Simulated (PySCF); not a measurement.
How the method moves the HOMO and LUMO of `N#CC1=C[C@H](F)[SiH2]1`

Compound: C4H4FNSi.
Cartesian coordinates in Å at the PBE0-D3(BJ)/def2-SVP level; atoms count from 1:
```
atom  x, y, z in Å
N1     3.379   -0.692    0.572
C2     2.263   -0.430    0.386
C3     0.891   -0.168    0.155
C4     0.247    1.025    0.127
C5    -1.169    0.751   -0.306
F6    -2.122    1.268    0.533
Si7   -0.701   -1.119   -0.168
H8     0.661    2.017    0.353
H9    -1.365    1.123   -1.329
H10   -0.781   -2.002   -1.368
H11   -1.266   -1.798    1.029
```

Basis pcSseg-1 throughout (PySCF), one geometry. Isolated species at its PBE0-D3(BJ)/def2-SVP geometry, gas phase.

Task: How do the orbital energies, the gap and the dipole change with the method?

Result: 
```
   method                    kind  HOMO (eV)  LUMO (eV)  gap (eV)  μ (D)  SCF cycles
     OPBE                     GGA      -7.15      -2.97      4.18   3.25          17
    B97-D                     GGA      -7.15      -2.94      4.20   3.30          16
      KT2                     GGA      -7.23      -3.02      4.20   3.25          17
     BP86                     GGA      -7.28      -3.15      4.13   3.32          16
      LDA                     LDA      -7.33      -3.31      4.03   3.35          16
    B97-2           global hybrid      -8.16      -2.17      5.99   3.35          15
    B3LYP           global hybrid      -8.16      -2.30      5.86   3.33          14
CAM-B3LYP  range-separated hybrid      -9.66      -0.94      8.72   3.37          14
```

The HOMO spans 2.51 eV, from OPBE down to CAM-B3LYP, and the gap runs from 4.03 eV (LDA) to 8.72 eV (CAM-B3LYP). Over the methods OPBE (0 %), B97-D (0 %), KT2 (0 %), BP86 (0 %), LDA (0 %), B97-2 (21 %), B3LYP (20 %), a straight line through the gap against the share of exact exchange rises by 0.87 eV for each 10 % (correlation coefficient 0.997). The dipole ranges from 3.25 D (OPBE) to 3.37 D (CAM-B3LYP). This basis has no diffuse functions.
